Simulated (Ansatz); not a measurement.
Mulliken charges of `[OH][Ta]([OH])([OH])([OH])[Cl]` from B3LYP/def2-TZVPP in Ansatz (PBE0-D4/def2-TZVP geometry).

| atom | x (Å) | y (Å) | z (Å) | charge (e) |
| --- | --- | --- | --- | --- |
| O1 | -1.534 | -0.440 | -1.036 | -0.385 |
| Ta2 | 0.000 | 0.001 | -0.001 | 1.072 |
| O3 | 1.434 | 0.041 | 1.249 | -0.385 |
| O4 | 1.132 | 0.141 | -1.515 | -0.371 |
| O5 | -0.678 | 1.686 | 0.541 | -0.371 |
| Cl6 | -0.514 | -2.069 | 1.102 | -0.371 |
| H7 | -2.143 | -1.176 | -1.072 | 0.200 |
| H8 | 1.723 | -0.514 | 1.972 | 0.200 |
| H9 | 2.076 | 0.292 | -1.424 | 0.205 |
| H10 | -1.498 | 2.037 | 0.183 | 0.205 |

By hand: the dipole of these point charges (1 e Å = 4.8032 D).

Σ q r = (0.095, 0.384, -0.205) e Å, of length 0.446 e Å = 2.14 D.

How does the dipole of the full density compare? (Estimate.)

Ansatz gave: (0.046, 0.187, -0.100) e Å, 1.04 D; the point charges give 2.06 times that, at 0° from its direction.

Point charges leave out the atoms' own dipoles, such as those of lone pairs, and Mulliken's split depends on the basis, so the two needn't agree.

B3LYP here is the variant with VWN-RPA as its local correlation; programs differ in this.
